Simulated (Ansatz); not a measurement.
Input for Ansatz (a first-principles code): R-PBE/def2-TZVPP on CH4O2Si (SMILES CO[Si]O), a point of a torsion scan.

Ansatz 0.2 input:
```yaml
crystal:
  periodic: [false, false, false]
  atoms:
    - {symbol: C, position_ang: [-0.90964356, 0.00825054, 0.20740307]}
    - {symbol: O, position_ang: [-0.06320837, -1.03413273, -0.12635436]}
    - {symbol: Si, position_ang: [1.54548000, -1.21888223, 0.20439058]}
    - {symbol: O, position_ang: [1.78197473, -2.65076611, -0.50209853]}
    - {symbol: H, position_ang: [-1.83255097, -0.40174972, 0.62572860]}
    - {symbol: H, position_ang: [-0.45417335, 0.67907592, 0.94178725]}
    - {symbol: H, position_ang: [-1.15553586, 0.58515002, -0.68928534]}
    - {symbol: H, position_ang: [1.08539014, -3.13596106, -0.95146956]}
basis:
  gaussian:
    orbitals: def2-TZVPP
hamiltonian:
  xc: {name: PBE}
scf: {lower_state_search: off}
```

Problem. Give the final energy of this run.

Solution. -480.2349 hartree.
